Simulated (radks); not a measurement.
Task: Br+, 34 electrons, occupied as [Ar] 3d10 4s2 4p4. Calculated with a radial shooting solver on a logarithmic mesh with Libxc functionals: scalar-relativistic Kohn-Sham, XLYP, spin-polarised, spherical densities, finite nucleus; open shells are filled with parallel spins first; Fermi nuclear charge, rms radius 4.1629 fm. Some entries of the table are withheld. Estimate them.

| orbital | occ. | eigenvalue (eV) | r(max) (bohr) |
|---|---|---|---|
| 1s up | 1 | -13334.09 | 0.02791 |
| 1s down | 1 | -13333.96 | 0.02791 |
| 2s up | 1 | -1744.791 | 0.1592 |
| 2s down | 1 | -1744.716 | 0.1592 |
| 2p up | 3 | -1540.486 | 0.1274 |
| 2p down | 3 | -1540.358 | 0.1274 |
| 3s up | 1 | -248.9715 | 0.4839 |
| 3s down | 1 | -248.7969 | 0.4839 |
| 3p up | 3 | -184.4897 | 0.4808 |
| 3p down | 3 | -184.2952 | 0.4809 |
| 3d up | 5 | -77.8168 | (1) |
| 3d down | 5 | -77.5722 | (2) |
| 4s up | 1 | (3) | 1.405 |
| 4s down | 1 | (4) | 1.396 |
| 4p up | 3 | -17.9967 | 1.619 |
| 4p down | 1 | -16.4304 | 1.620 |

Result: 
(1) 3d up r(max) (bohr): 0.4305
(2) 3d down r(max) (bohr): 0.4305
(3) 4s up eigenvalue (eV): -30.9849
(4) 4s down eigenvalue (eV): -29.3487
